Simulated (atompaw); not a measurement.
LDA (PW92) PAW (atompaw) dataset for promethium, scalar-relativistic all-electron reference.

```json
{
  "Element": "Pm",
  "Generator": "atompaw 4.2.0.5",
  "Type": "PAW",
  "Functional": "LDA (PW92)",
  "Relativity": "scalar-relativistic",
  "Frozen core": "[Kr] 4d10",
  "Valence charge": "15",
  "Reference configuration": "4f4.5 5s2 5p6 5d0.5 6s2 6p0",
  "Partial waves": "5s (bound): rc 2.45 bohr; 6s (bound): rc 3.00 bohr; 5p (bound): rc 2.35 bohr; 6p (bound, empty): rc 2.65 bohr; 5d (bound): rc 3.00 bohr; 5d channel at 4.3 Ry: rc 3.00 bohr; 4f (bound): rc 0.85 bohr; 4f channel at 0.45 Ry: rc 0.85 bohr",
  "Local potential": "ultrasoft scheme with l = 4 at 0.5 Ry, radius 2.40 bohr",
  "Core correction": "smooth core density matched at 2.40 bohr",
  "Augmentation charge": "sinc compensation charge, radius 2.75 bohr; PAW radius 3.00 bohr; waves and projectors: custom polynom2 7 10 vanderbiltortho"
}
```

(1) Does the generator finish with these settings?

## Answers

(1) No. atompaw 4.2.0.5 stopped with "atompaw: The overlap operator has at least one negative eigenvalue!": the overlap operator built from these waves and projectors is not positive definite.
